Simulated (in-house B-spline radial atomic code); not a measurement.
Whole-atom quantities along the 51-electron series, configuration [Kr] 4d10 5s2 5p3. Computed with a radial B-spline atomic code at the basis-set limit: non-relativistic Hartree-Fock, average of the configuration, point nuclei.

This level leaves out relativity, spin-orbit splitting included, which matters for heavy ions.

```
 ion   Z  E/Z² (Eh)  Σ<r²> (bohr²)  n(0)/Z³ (bohr⁻³)  Lamb diamagnetic shielding (ppm)  repulsion over attraction
  Sb  51    -2.4273         64.232           0.70428                           5223.29                    0.15862
 Te+  52    -2.4451         51.312             0.705                           5356.11                    0.15728
 I2+  53    -2.4624         43.337           0.70571                           5488.36                    0.15582
Xe3+  54    -2.4794         37.685            0.7064                           5620.23                     0.1543
Cs4+  55    -2.4959         33.382           0.70707                           5751.83                    0.15272
Ba5+  56    -2.5121         29.955           0.70772                           5883.22                    0.15112
La6+  57    -2.5279         27.143           0.70836                           6014.45                     0.1495
Ce7+  58    -2.5433         24.784           0.70899                           6145.54                    0.14788
```

Question: With what power of Z does the column «Σ<r²> (bohr²)» change over this range?

Answer: A fit of the logarithm of its size against log Z from Z = 51 to 58 has slope -7.20. Unscreened non-relativistic hydrogenic orbitals would give -2.
